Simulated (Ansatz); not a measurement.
`CB(O)CO` and `OCB(O)O` differ in one atom or group.

Ansatz, PBE0-D4/def2-TZVP geometries, multiplicity 1. Each molecule was computed in one conformer, which needn't be the lowest.

```json
{"property": "HOMO–LUMO gap (ωB97M-V/def2-TZVPP) / eV", "`CB(O)CO`": "11.57"}
{"property": "HOMO energy (B3LYP/def2-TZVPP) / eV", "`CB(O)CO`": "-7.15"}
{"property": "HOMO energy (PBE/def2-TZVPP) / eV", "`CB(O)CO`": "-5.75"}
{"property": "HOMO–LUMO gap (PBE/def2-TZVPP) / eV", "`CB(O)CO`": "5.14"}
{"property": "LUMO energy (PBE0/def2-TZVPP) / eV", "`CB(O)CO`": "0.41"}
{"property": "HOMO energy (ωB97M-V/def2-TZVPP) / eV", "`CB(O)CO`": "-9.80"}
```

**Question.** Give the same properties after the change, and the shifts. (An estimate is asked.)

**Answer.** Computed: 
```tsv
property	`OCB(O)O`	shift
HOMO–LUMO gap (ωB97M-V/def2-TZVPP) / eV	12.68	1.11
HOMO energy (B3LYP/def2-TZVPP) / eV	-7.93	-0.78
HOMO energy (PBE/def2-TZVPP) / eV	-6.45	-0.70
HOMO–LUMO gap (PBE/def2-TZVPP) / eV	6.31	1.17
LUMO energy (PBE0/def2-TZVPP) / eV	0.71	0.30
HOMO energy (ωB97M-V/def2-TZVPP) / eV	-10.63	-0.83
```

With PBE0 the HOMO falls by 0.79 eV and the LUMO rises by 0.30 eV, so the gap widens by about 1.09 eV. PBE moves the HOMO by -0.70 eV and ωB97M-V by -0.83 eV.

B3LYP here is the variant with VWN-RPA as its local correlation; programs differ in this.
